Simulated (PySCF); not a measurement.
Working out the ionisation energy of C⁺

C⁺ [He] 2s2 2p1 (2P) → C²⁺ [He] 2s2 (1S). Computed with PySCF 2.14 in def2-TZVP (5s3p2d1f, 31 functions), with no relativity, point nucleus. Frozen: 1s2. Energies in hartree (1 hartree = 27.21139 eV):

```
            part  C⁺ (lower)  C²⁺ (upper)
             UHF  -37.295541   -36.407297
CCSD correlation   -0.073893    -0.072687
             (T)   -0.001137     0.000000
```

Problem. What does Hartree-Fock give?

Solution. (-36.407297) − (-37.295541) = 0.888244 hartree = 24.170 eV.

Problem. What do CCSD and CCSD(T) give?

Solution. The CCSD correlation energies differ by 0.001206 hartree = 0.033 eV and the triples by 0.001137 hartree = 0.031 eV, so CCSD gives 24.203 eV and CCSD(T) 24.234 eV.

Measured between the centres of the two terms (NIST): 24.378 eV, so CCSD(T) (valence) is off by -0.144 eV.

The coupled-cluster amplitudes are large, so a single reference is strained.

What remains against the reference includes basis incompleteness, the frozen core and higher excitations.
